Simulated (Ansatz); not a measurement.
C₂H₈BNO. The species carries charge 0 and has multiplicity 1. The bonds changed during the relaxation, so this is another structure than the one it started from.

Cartesian coordinates in Å:
```
B 1.123 0.642 0.197
C -0.314 0.184 -0.247
C -0.507 -1.325 -0.240
N -1.332 0.822 0.585
O 2.181 -0.163 -0.055
H 1.303 1.718 0.713
H -0.373 0.513 -1.308
H 0.252 -1.821 -0.847
H -0.443 -1.713 0.779
H -1.490 -1.596 -0.637
H -2.255 0.701 0.185
H -1.166 1.817 0.665
H 3.021 0.219 0.209
```

Q: List the harmonic frequencies (cm⁻¹, unscaled) at PBE0-D4/def2-TZVP in Ansatz. (An estimate is asked.)

A: Computed: 78, 207, 227, 249, 308, 410, 483, 636, 774, 832, 894, 948, 1001, 1020, 1076, 1152, 1187, 1211, 1317, 1348, 1399, 1438, 1487, 1498, 1651, 2543, 2861, 3042, 3110, 3138, 3517, 3603, 3892.

Q: Is this a minimum?

A: Yes, all 33 modes are real.

Q: Give the ideal-gas thermochemistry at 298.15 K and 1 bar (rigid rotor, harmonic oscillator; point group C1, symmetry number 1).

A: Zero-point energy 290.3 kJ/mol; H(298) − E = 310.4 kJ/mol; entropy 329.9 J/(mol·K), of which translation 162.3, rotation 108.1, vibration 59.4; G(298) − E = 212.0 kJ/mol. Modes under 100 cm⁻¹ are hindered rotations or soft bends, so the harmonic entropy is rough.

Q: And at 400, 500, 600, 800 and 1000 K?

A: 
| T (K) | H − E (kJ/mol) | S (J/mol/K) | G − E (kJ/mol) |
| --- | --- | --- | --- |
| 400 | 322.5 | 364.7 | 176.7 |
| 500 | 336.9 | 396.6 | 138.6 |
| 600 | 353.3 | 426.5 | 97.4 |
| 800 | 391.1 | 480.7 | 6.6 |
| 1000 | 433.9 | 528.3 | -94.4 |

Q: Rotational constants (cm⁻¹)?

A: 0.272, 0.119, 0.08801.
